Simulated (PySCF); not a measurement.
# [Tb(H2O)2]3+: from a saddle point downhill

PySCF 2.14.0, RKS PBE0, Tb lcecp-1-SVP with ECP54, O def2-SVP, H def2-SVP; non-relativistic Hamiltonian with scalar-relativistic core potentials where named; density fitting; no spin-orbit coupling. Relaxed within the symmetry of its start, the geometry (D2d) is

```xyz
7

Tb    0.0000    0.0000    0.0000
O     0.0000    0.0000    2.2612
H     0.5457    0.5457    2.8863
H    -0.5457   -0.5457    2.8863
O     0.0000    0.0000   -2.2612
H     0.5457   -0.5457   -2.8863
H    -0.5457    0.5457   -2.8863
```

and its lowest harmonic modes are -67, -67, 151, 422, 422, 652 cm⁻¹ (negative: unstable). It was moved along the lowest mode and relaxed again.

Where does it end, and how much lower?

In C1, 0.211 eV lower, after 32 steps:
```xyz
7

Tb    0.3455    1.0620   -0.0128
O     0.0161   -0.1567    1.8162
H     0.2841    0.0507    2.7515
H    -0.4476   -1.0302    1.9094
O    -0.0865   -0.1739   -1.8128
H     0.3124   -1.0437   -2.0826
H    -0.7010    0.0268   -2.5688
```

How do the contacts change?


| contact | saddle (Å) | end (Å) |
| --- | --- | --- |
| Tb1–O2 (H2O) | 2.261 | 2.222 |
| Tb1–O5 (H2O) | 2.261 | 2.226 |


Is the end a minimum?

Yes; lowest modes 34, 76, 153, 437, 440, 658 cm⁻¹.

An lcecp potential fixes the number of 4f electrons, so in runs with it no electron can move into or out of that shell.

State: singlet in the valence, with the 4f electrons in the core potential.
